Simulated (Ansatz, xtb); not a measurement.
## Isomers of F2GeH4Si in order of energy

3 gas-phase structures of F2GeH4Si, from a drawn sample of its isomers (lower ones may exist). Each was relaxed with GFN2-xTB:

A. `F[SiH](F)[GeH3]`, a singlet
B. `F[SiH2][GeH2][F]`, a singlet
C. `[F][GeH]([F])[SiH3]`, a singlet

Task: Make a reasoned guess at their ranking by r2SCAN-D4/def2-SVP single-point energy.

Result: Calculated order at r2SCAN-D4/def2-SVP: A (0.0), B (22.6), C (28.8) kcal/mol.

Energies above the lowest of each column, in kcal/mol; the last columns are at PBE0-D3(BJ)/def2-SVP geometries:

```json
{"structure": "A", "GFN2-xTB": "0.0", "HF/STO-3G": "0.0", "r2SCAN-D4/def2-SVP": "0.0", "PBE0-D3(BJ)/def2-SVP": "0.0", "CCSD(T)/def2-SVP + ΔMP2/def2-TZVPP": "0.0"}
{"structure": "B", "GFN2-xTB": "7.0", "HF/STO-3G": "19.5", "r2SCAN-D4/def2-SVP": "22.6", "PBE0-D3(BJ)/def2-SVP": "21.6", "CCSD(T)/def2-SVP + ΔMP2/def2-TZVPP": "24.4"}
{"structure": "C", "GFN2-xTB": "11.8", "HF/STO-3G": "28.7", "r2SCAN-D4/def2-SVP": "28.8", "PBE0-D3(BJ)/def2-SVP": "28.3", "CCSD(T)/def2-SVP + ΔMP2/def2-TZVPP": "34.1"}
```

Every level run on A puts it lowest or level with the lowest. Flexible structures stand in one conformer each, not always the lowest. The ΔMP2 step shifts differences by up to 6.2 kcal/mol, which makes them less sure. ΔMP2 is the change of the MP2 energy from the smaller to the larger basis.

Programs: Ansatz 0.2.0, xtb 6.7.1.
